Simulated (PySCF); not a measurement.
C₄H₁₀OSSi₃, SMILES [SiH3]O[SiH2][SiH2]c1cccs1 (GFN2-xTB optimised geometry):

```
19

Si    -0.782     0.420     3.784
O     -1.402    -0.982     3.268
Si    -1.909    -2.257     2.399
Si    -1.493    -1.836     0.162
C     -0.315    -0.381     0.000
C      1.050    -0.381     0.000
C      1.623     0.909     0.000
C      0.684     1.889     0.011
S     -0.910     1.250     0.017
H     -0.675     0.285     5.234
H     -1.717     1.469     3.383
H      0.526     0.583     3.149
H     -1.168    -3.394     2.959
H     -3.325    -2.400     2.753
H     -2.682    -1.489    -0.631
H     -0.833    -2.952    -0.535
H      1.628    -1.288    -0.008
H      2.682     1.095    -0.008
H      0.828     2.952     0.010
```

Level of theory: PySCF 2.14.0 with CAM-B3LYP/def2-SVP.

### Question
What are the frontier orbital energies and the dipole moment?

### Answer
HOMO-2 -9.30 eV, HOMO-1 -8.55 eV, HOMO -8.04 eV, LUMO 0.29 eV, LUMO+1 0.92 eV; dipole moment 1.04 D.

Meta-Löwdin charges at CAM-B3LYP/def2-SVP: Si1 0.79, O2 -0.82, Si3 0.67, Si4 0.37, C5 -0.34, C6 -0.12, C7 -0.13, C8 -0.23, S9 0.26, H10 -0.13, H11 -0.13, H12 -0.13, H13 -0.12, H14 -0.12, H15 -0.09, H16 -0.09, H17 0.11, H18 0.11, H19 0.13.
